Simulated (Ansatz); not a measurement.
A nudged elastic band was laid between two geometries of CH5ClSi2 (9 atoms, charge 0, multiplicity 1).

Level of theory: RKS CAM-B3LYP-D4/def2-SVP (Ansatz 0.2.0).

```yaml
movable_images: 9
climbing_image: yes
spring: 5.0 eV/Å²
optimiser: quadratic models (default)
start_path: through a guess of the saddle point
force_threshold: 0.05 eV/Å
iteration_limit: 60
end_points: relaxed
```

First end point:

```xyz
9
Properties=species:S:1:pos:R:3
Si -0.538 1.035 -0.871
C -0.536 -0.285 0.422
Si 0.772 -1.204 0.977
Cl 2.683 -1.014 0.278
H -1.448 0.688 -2.002
H -1.006 2.339 -0.316
H 0.837 1.219 -1.412
H -1.488 -0.526 0.911
H 0.724 -2.251 2.013
```

Last end point:

```xyz
9
Properties=species:S:1:pos:R:3
Si -0.527 0.985 -0.933
C -0.485 -0.552 0.094
Si 0.746 -1.089 1.121
Cl 2.500 -0.082 1.424
H -1.681 1.856 -0.560
H 0.730 1.759 -0.742
H -0.670 0.665 -2.384
H -1.355 -1.220 0.053
H 0.741 -2.323 1.926
```

(1) Which bonds break or form, and what moves?

(2) Give the energies along the band, and the barrier.

(3) What is the geometry of the highest image?

(4) What are the harmonic wavenumbers there?

Results:

(1) No bond is made or broken. The dihedral H6–Si1–C2–Si3 goes from -120 to 0°. The two ends are copies of one structure, up to a mirror image or an exchange of like atoms.

(2) The run converged. The highest image is number 5 of 0 to 10, 4.6 kJ/mol above the ends, which have the same energy within 2 meV. A vibrational analysis at the climbing image gives one clearly imaginary mode, 101i cm⁻¹: a first-order saddle point.

| image | path coordinate (Å) | energy (kJ/mol) | dihedral H6–Si1–C2–Si3 (°) |
| --- | --- | --- | --- |
| 0 | 0.00 | 0.0 | -120 |
| 1 | 0.40 | 0.4 | -109 |
| 2 | 0.81 | 1.6 | -97 |
| 3 | 1.21 | 3.0 | -85 |
| 4 | 1.61 | 4.1 | -72 |
| 5 | 2.02 | 4.6 | -60 |
| 6 | 2.42 | 4.2 | -48 |
| 7 | 2.82 | 3.0 | -36 |
| 8 | 3.22 | 1.6 | -24 |
| 9 | 3.63 | 0.5 | -12 |
| 10 | 4.03 | 0.0 | 0 |

(3) 
```xyz
9
Properties=species:S:1:pos:R:3:forces:R:3
Si -0.520 0.996 -0.908 0.00 0.00 0.00
C -0.549 -0.461 0.241 0.01 0.00 0.00
Si 0.756 -1.139 1.075 -0.01 0.00 0.00
Cl 2.654 -0.394 0.918 0.00 0.00 0.00
H -1.896 1.242 -1.422 0.00 0.00 0.00
H -0.050 2.238 -0.228 0.00 0.00 0.00
H 0.379 0.772 -2.076 0.00 0.00 0.00
H -1.512 -0.956 0.412 0.00 0.00 0.01
H 0.738 -2.297 1.988 0.00 0.00 0.00
```

(4) 101i, 80, 206, 325, 466, 537, 625, 632, 693, 711, 849, 947, 961, 973, 989, 1204, 2227, 2236, 2248, 2327, 3184 cm⁻¹.

Time of the run: 2.1 min on 2 threads of Arm Neoverse V1, on a shared host, peak memory 0.23 GiB.
